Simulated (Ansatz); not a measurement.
`O[SiH](F)[SiH2]I` → `O[SiH](F)I` + `[SiH2]` at 600 K and 1 bar (silylene formation by 1,1-elimination).

Calculated with Ansatz (gas phase, PBE0-D4/def2-TZVP geometries, no zero-point term in ΔE). CBS: MP2 limit from def2 TZ/QZ plus the TZ coupled-cluster correction, frozen cores. This one scheme is used for every species. Elements past krypton have def2 core potentials. For I outer-core shells are correlated without core-valence functions, which leaves a few kJ/mol of doubt a bond. Each species was taken in one conformer, which may not be the lowest.

```tsv
species	CCSD(T)/CBS energy (Eh)	H − E (kJ/mol)	S (J/(mol·K))
`O[SiH](F)[SiH2]I`	-1053.12682	182.9	483.9
`O[SiH](F)I`	-762.85028	116.5	394.1
`[SiH2]`	-290.19011	52.1	233.9
```

H − E and S are ideal-gas, rigid-rotor, harmonic terms from PBE0-D4/def2-TZVP, for one conformer and one mirror image of each species. 1 Eh = 2625.50 kJ/mol, R = 8.31446 J/(mol·K).

Task: By hand: ΔE, ΔH, ΔS and ΔG.

Result: ΔE = (-762.85028) + (-290.19011) − (-1053.12682) = 0.08643 Eh = 226.9 kJ/mol. Δ(H − E) = 116.5 + 52.1 − 182.9 = -14.3, so ΔH = 212.6 kJ/mol. ΔS = 394.1 + 233.9 − 483.9 = 144.1 J/(mol·K). ΔG = 212.6 − 600 × (144.1)/1000 = 126.1 kJ/mol.

Task: By hand: the equilibrium constant, and the temperature at which ΔG would vanish if ΔH and ΔS stayed fixed.

Result: log₁₀ K = −ΔG/(RT ln 10) = -11.0. ΔG = 0 at ΔH/ΔS = 1475 K.

The number of gas molecules changes by +1, which sets the sign of ΔS. A doubt of 5 kJ/mol in ΔE shifts log₁₀ K by 0.4 here. Other conformers and mirror images would add mixing entropy, several J/(mol·K) or more a flexible species. Modes under 60 cm⁻¹, often nearly free rotors, make the harmonic entropy too high. These are equilibria of isolated gas molecules and say nothing of rates. Largest T1 diagnostic: 0.014 (customary marks: 0.02 for closed shells, 0.045 for open ones).
